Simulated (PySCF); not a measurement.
An unknown gives this computed stick spectrum. Theory: TDDFT PBE0/def2-SVPD, vertical, gas phase, core orbitals frozen in the response in PySCF 2.14.0, density-fitted response routines. Geometries: PBE0-D3(BJ)/def2-SVP, one conformer each.

```csv
state,ν̃ (cm⁻¹),f,"main configurations (H = HOMO, L = LUMO)"
S1,46950,0.0052,"H→L (87%), H→L+1 (10%)"
S2,52540,0.0073,"H→L+1 (75%), H→L (10%), H→L+2 (10%)"
S3,53380,0.021,"H→L+2 (84%), H→L+1 (12%)"
S4,57180,0.044,H→L+3 (92%)
S5,59470,0.0063,H→L+4 (86%)
S6,62010,0.019,H→L+5 (77%)
```

Problem. Which candidate is it? All have the formula C6H15N.
A. `CC(C)(C)CCN`
B. `CNCC(C)(C)C`
C. `CC(C)[C@H](C)CN`
D. `CCN(C)C(C)C`

Solution. B. Its S1 lies at 5.82 eV; the nearest of the others has S1 at 5.54 eV. S1 is HOMO→LUMO (87%), HOMO→LUMO+1 (10%). Löwdin shares by element: HOMO nitrogen 57%, carbon 20% or more, hydrogen 6% or more (atoms not listed hold the other 17%); LUMO carbon 36% or more (atoms not listed hold the other 64%). At the same level the other candidates give, for their lowest levels:
- `CC(C)[C@H](C)CN`: 6.19 eV (f 0.010); 6.93 eV (f 0.009); 7.06 eV (f 0.003); 7.41 eV (f 0.055); 7.91 eV (f 0.001); HOMO -6.83, LUMO 0.71 eV
- `CC(C)(C)CCN`: 6.21 eV (f 0.022); 6.84 eV (f 0.008); 7.21 eV (f 0.007); 7.23 eV (f 0.007); 8.03 eV (f 0.054); HOMO -6.80, LUMO 0.57 eV
- `CCN(C)C(C)C`: 5.54 eV (f 0.007); 6.17 eV (f 0.009); 6.19 eV (f 0.008); 6.31 eV (f 0.042); 6.98 eV (f 0.033); HOMO -5.89, LUMO 0.72 eV

Shape of the structure used: `[CH3:1][NH:2][CH2:3][C:4]([CH3:5])([CH3:6])[CH3:7]`: C1–N2–C3–C4 174°, N2–C3–C4–C5 180°.
